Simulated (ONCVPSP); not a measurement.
niobium (Nb): ONCV pseudisation with PBE, scalar-relativistic reference atom.

ONCVPSP 4.0.1 input, shortened (lines: element, Z, core and valence counts, functional; n l f; lmax; l rc ep ncon nbas qcut; lloc lpopt rc5 dvloc0; l nproj debl; icmod fcfact rcfact), PBE, scalar-relativistic:

```
  Nb 41.00    6    3        4      upf
    1    0    2.00
    2    0    2.00
    2    1    6.00
    3    0    2.00
    3    1    6.00
    3    2   10.00
    4    0    2.00
    4    1    6.00
    4    2    3.00
    3
    0    1.75    0.00    4    9    8.00
    1    2.15    0.00    4    8    7.50
    2    2.20    0.00    3    8    8.50
    3    1.90    0.24    4    7    5.50
    4    5    1.70    4.00
    0    1    1.00
    1    1    3.70
    2    2    3.80
    3    1    2.60
    0    0.00    0.00
```

Question: Does the generator finish with these settings?

Answer: Yes, a potential is produced and its reference levels are reproduced.

Question: Estimate the cutoffs (Ha) at which the residual kinetic energy of the hardest occupied pseudo-wave falls to 1 and 0.1 mHa per electron.

Answer: 20 Ha and 24 Ha.

Question: Does the potential have ghost states?

Answer: No bound ghost flagged; no localised positive-energy state flagged.

Question: Which valence shell sets the plane-wave cutoff?

Answer: 4s: 20 Ha for 1 mHa per electron, against 17 Ha for 4d.

Question: Tests: 4s2 4p6 4d4 5s1; 4s2 4p6 4d4; 4s2 4p6 4d2; 4s2 4p6 4d3 5s1 5p1. Which has the largest error in its energy relative to the reference configuration, and how large is it?

Answer: 4s2 4p6 4d3 5s1 5p1, with +263 meV (all-electron minus pseudo) on -17.89 eV.
